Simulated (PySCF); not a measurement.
Molecule: SMILES C1=C[C@]2(C)[C@@]1(F)C=C2F, C7H6F2.

Bonds (- single, = double, # triple, : aromatic): C1-C2, C2-C3, C3=C4, C4-C5, C5-F6, C5-C7, C7=C8, C8-F9, C5-C2, C8-C2. C1 carries H10, H11, H12; C3 carries H13; C4 carries H14; C7 carries H15. Stereochemistry as in C[C@@]12C=C[C@]1(F)C=C2F.

Frames of a GFN2-xTB Langevin trajectory at 400 K; GIAO PBE0/pcSseg-1 shieldings in PySCF, gas phase, non-relativistic; equivalent atoms averaged within each frame.

δ = σ(ref) − σ, references computed at the same level: ¹³C (σ = 186.93 ppm), ¹H (σ = 31.72 ppm) against TMS; ¹⁹F (σ = 170.95 ppm) against CFCl3. The references are static minima.

Question: How do the shifts (ppm) fluctuate along the trajectory?

Answer: 
```tsv
time (fs)	C8	C3	C4	C7	C5	C2	C1	F9	F6	H13
250	197.8	175.1	167.4	124.6	99.3	79.5	9.8	-90.0	-193.0	7.90
425	176.3	148.6	140.1	120.7	91.0	70.1	8.6	-95.0	-229.7	6.41
625	179.7	153.9	153.3	109.0	84.0	73.3	11.1	-114.1	-242.9	7.01
800	174.4	158.1	141.3	119.1	110.8	67.6	6.5	-99.6	-195.7	7.84
1000	196.9	153.8	146.8	127.3	95.0	75.0	10.4	-79.4	-228.7	7.37
mean of frames	185.0	157.9	149.8	120.1	96.0	73.1	9.2	-95.6	-218.0	7.30
standard deviation	11.4	10.2	11.1	7.0	10.0	4.6	1.8	12.8	22.3	0.62
```

5 frames give an uncertainty of the mean of about the standard deviation over 2.2 at best, since frames this close in time may not be independent; classical motion lacks zero-point vibration, and the reference would need the same averaging.
